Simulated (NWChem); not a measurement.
System meant: GaH$_{2}$Cl; SMILES [Cl][GaH2]

Here is an NWChem input.

```
start job
memory heap 200 mb stack 900 mb global 1100 mb
geometry units angstroms noautosym nocenter noautoz
  Ga     0.000000     0.000000     0.776400
  H      0.000000    -1.422259     1.429067
  H      0.000000     1.422259     1.429067
  Cl     0.000000     0.000000    -1.401656
end
basis spherical
  * library def2-svp
end
dft
  xc m06-l
  iterations 150
end
property
  shielding 3 1 2 4
end
task dft property
```

End of the output:

```
 Vector   28  Occ=0.000000D+00  E= 3.808731D-02
              MO Center= -3.4D-09,  2.6D-09,  1.4D+00, r^2= 4.2D+00
   Bfn.  Coefficient  Atom+Function         Bfn.  Coefficient  Atom+Function
  ----- ------------  ---------------      ----- ------------  ---------------
    17      1.139777  1 Ga pz                34     -0.702016  2 H  s
    39     -0.702016  3 H  s                  5      0.549692  1 Ga s
    46      0.431827  4 Cl s                 14      0.334547  1 Ga pz
    55      0.244652  4 Cl pz                 4      0.242903  1 Ga s
    11     -0.146121  1 Ga pz                33     -0.133634  2 H  s

 center of mass
 --------------
 x =   0.00000000 y =   0.00000000 z =   0.13168130

 moments of inertia (a.u.)
 ------------------
         421.131492011899           0.000000000000           0.000000000000
           0.000000000000         406.571196958303           0.000000000000
           0.000000000000           0.000000000000          14.560295053596

     Multipole analysis of the density
     ---------------------------------

     L   x y z        total         alpha         beta         nuclear
     -   - - -        -----         -----         ----         -------
     0   0 0 0     -0.000000    -25.000000    -25.000000     50.000000

     1   1 0 0     -0.000000     -0.000000     -0.000000      0.000000
     1   0 1 0     -0.000000     -0.000000     -0.000000      0.000000
     1   0 0 1      0.837051     -2.509021     -2.509021      5.855093

     2   2 0 0    -20.253691    -10.126846    -10.126846      0.000000
     2   1 1 0      0.000000      0.000000      0.000000      0.000000
     2   1 0 1     -0.000000     -0.000000     -0.000000      0.000000
     2   0 2 0    -23.620203    -19.033724    -19.033724     14.447245
     2   0 1 1      0.000000      0.000000      0.000000      0.000000
     2   0 0 2    -23.694297   -112.140566   -112.140566    200.586836

          -----------------------------------------
          Chemical Shielding Tensors (GIAO, in ppm)
          -----------------------------------------

 ------------------------------------------------------------------------
  xm06: d2 not coded                    0
 ------------------------------------------------------------------------
 ------------------------------------------------------------------------
  current input line :
    19: task dft property
 ------------------------------------------------------------------------
 ------------------------------------------------------------------------
 This error has not yet been assigned to a category
 ------------------------------------------------------------------------
 For more information see the NWChem manual at https://nwchemgit.github.io

0: xm06: d2 not coded:Received an Error in Communication
```

What is wrong, and how is it mended?

The program stopped with an error. Cause: this functional's second derivatives, which shieldings need, aren't coded here; the fix takes a hybrid GGA instead. This input runs:
```
start job
memory heap 200 mb stack 900 mb global 1100 mb
geometry units angstroms noautosym nocenter noautoz
  Ga     0.000000     0.000000     0.776400
  H      0.000000    -1.422259     1.429067
  H      0.000000     1.422259     1.429067
  Cl     0.000000     0.000000    -1.401656
end
basis spherical
  * library def2-svp
end
dft
  xc pbe0
  iterations 150
end
property
  shielding 3 1 2 4
end
task dft property
```
It converges to -2385.49293 Ha (PBE0/def2-SVP, GIAO).
